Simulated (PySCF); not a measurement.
Point groups of optimised structures. Computed, not measured: PBE0-D3(BJ)/def2-SVP geometry optimisation, gas phase, def2 core potentials past Kr (PySCF). The symmetry is that of the one conformer found, every atom within 0.08 Å of its image; none is proved a minimum here. Atoms past krypton carry def2 core potentials. The geometries of the anions come from a basis without diffuse functions.

Q: `[O]=[Tc](=[O])(=[O])[O-]`: symmetry, top, dipole?

A: Td; spherical top; symmetry number 12; 24 operations, which sort the 5 atoms into 2 sets; dipole about the centre of mass forbidden by symmetry (computed 0.01 D).

Q: `[CH3:1][O:2][SiH2:3][CH:4]([CH3:5])[CH3:6]` with C1–O2–Si3–C4 180°, O2–Si3–C4–C5 62°, H–C1–O2–Si3 60° (nearest H): symmetry, top, dipole?

A: Cs; near-prolate asymmetric top; symmetry number 1; 2 operations, which sort the 18 atoms into 12 sets; dipole 0.36 D, in the ac plane, which is the mirror; A, B, C = 4569, 1564, 1524 MHz; heavy atoms equivalent by symmetry: C5/C6.

Q: Point group, rotor type and polarity of `[CH3:1][CH:2]([CH3:3])[NH3+:4]` (charge +1)?

A: Cs; near-oblate asymmetric top; symmetry number 1; 2 operations, which sort the 14 atoms into 9 sets; dipole about the centre of mass 4.22 D, in the bc plane, which is the mirror; heavy atoms equivalent by symmetry: C1/C3.

Q: Point group, rotor type and polarity of `[O:1]=[C:2]([OH:3])[c:4]1[cH:5][cH:6][o:7][cH:8]1` with O1–C2–O3–H 0°, O1–C2–C4–C5 -179°?

A: Cs; asymmetric top; symmetry number 1; 2 operations, which sort the 12 atoms into 12 sets; dipole 1.86 D, in the ab plane, which is the mirror.

Q: Point group, rotor type and polarity of `[CH3:1]/[C:2]([Cl:3])=[CH:4]\[F:5]` with H–C1–C2–Cl3 -58° (nearest H)?

A: Cs; asymmetric top; symmetry number 1; 2 operations, which sort the 9 atoms into 8 sets; dipole 0.45 D, in the ab plane, which is the mirror; A, B, C = 7796, 2445, 1883 MHz.

Q: Point group, rotor type and polarity of `[O]=[Mo](=[O])([F])[F]` (MoO2F2)?

A: C2v; asymmetric top; symmetry number 2; 4 operations, which sort the 5 atoms into 3 sets; dipole 0.98 D.
